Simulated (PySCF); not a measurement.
SMILES C#C[SiH2][SiH2][SiH3], singlet, GFN2-xTB optimised geometry.

```
13

C      3.12    -0.32    -2.82
C      2.72    -0.52    -1.71
Si     2.08    -0.85     0.00
Si    -0.24    -0.85     0.00
Si    -1.28     1.22     0.00
H      3.48    -0.13    -3.79
H      2.71    -2.11     0.41
H      2.65     0.22     0.84
H     -0.69    -1.62     1.17
H     -0.72    -1.65    -1.14
H     -2.71     1.17     0.29
H     -0.69     2.11     1.01
H     -1.14     1.90    -1.29
```

Density from PySCF with B3LYP/def2-TZVP at that geometry.

Minimum of the electron density along straight lines between bonded atoms, close to the bond critical point (lines longer than 1.1 times the sum of covalent radii, or with two minima, are not listed):

```
bond     length / Å  ρ at the minimum / e bohr⁻³  ∇²ρ there / e bohr⁻⁵  position (fraction from the first atom)
-------  ----------  ---------------------------  --------------------  ---------------------------------------
C1–C2         1.203                        0.428                 -1.33                                     0.52
C2–Si3        1.851                        0.114                  0.29                                     0.61
Si3–Si4       2.322                        0.097                 -0.18                                     0.53
Si4–Si5       2.313                        0.097                 -0.18                                     0.51
C1–H6         1.053                        0.300                 -1.15                                     0.66
Si3–H7        1.470                        0.124                  0.17                                     0.49
Si3–H8        1.472                        0.124                  0.17                                     0.49
Si4–H9        1.475                        0.120                  0.18                                     0.49
Si4–H10       1.473                        0.121                  0.18                                     0.49
Si5–H11       1.465                        0.123                  0.19                                     0.49
Si5–H12       1.466                        0.123                  0.19                                     0.49
Si5–H13       1.465                        0.123                  0.19                                     0.49
```
